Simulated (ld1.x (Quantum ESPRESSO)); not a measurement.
## Configuration tests for ruthenium (Ru) (TM)

```
Element                 : Ru
Generator               : ld1.x (Quantum ESPRESSO) 7.5
Type                    : norm-conserving Troullier–Martins (Kleinman–Bylander form)
Functional              : PBE
Relativity              : fully relativistic
Frozen core             : [Kr]
Valence charge          : 8
Reference configuration : 4d7 5s1 5p0
Partial waves           : 5s (bound): rc 2.20 bohr; 5p (bound, empty): rc 1.20 bohr; 4d (bound): rc 1.40 bohr
Local potential         : the d channel
Core correction         : Bessel-smoothed model core inside 0.95 bohr
```

Open shells are filled in proportion to 2j + 1 (rel_dist='average').

Energies are relative to the spin-unpolarised reference configuration 4d7 5s1 5p0; without spin polarisation the order of configurations can differ from experiment. Not all tests gave a result: 1 of 7 tests not solved or not reliable. Left out of the table: 4d6 5s1 5p1 (solver errors, printed error -2.4 eV). The d channel is local and has no spin–orbit splitting in the pseudo-atom.

```csv
valence configuration,charge,ΔE all-electron (eV),error AE − PS (meV)
4d7 5s0 5p0,+1,7.293,-12
4d5 5s0 5p0,+3,56.099,-323
4d4 5s0 5p0,+4,100.606,-1064
4d8 5s0 5p0,0,-0.334,-42
4d7 5s0.5 5p0,+0.5,2.864,-2.6
```

**Question.** What are ΔE and the potential's error for 4d6 5s0 5p0?

**Answer.** ΔE = 25.479 eV all-electron; the error (AE − PS) is -46 meV.

Levels in the configuration 4d8 5s0 5p0:

```csv
level,all-electron (eV),pseudo (eV)
4d j=3/2,-3.332,-3.136
4d j=5/2,-3.039,-3.136
```

These tests converged, but a pseudo level misses the all-electron one widely, so the file describes the atom poorly there or has found another state: 4d4 5s0 5p0: empty 5s by 7.0 eV.

Note: ghost states, extra bound levels that the all-electron valence spectrum of the same l lacks: s at -98.4 eV, p1/2 at -49.1 eV, p3/2 at -45.5 eV. A true bound ghost makes a file unfit for plane-wave use. The 5p radius (1.20 bohr) lies inside the outermost node of the all-electron wave (1.41 bohr), which a nodeless pseudo-wave cannot match soundly.
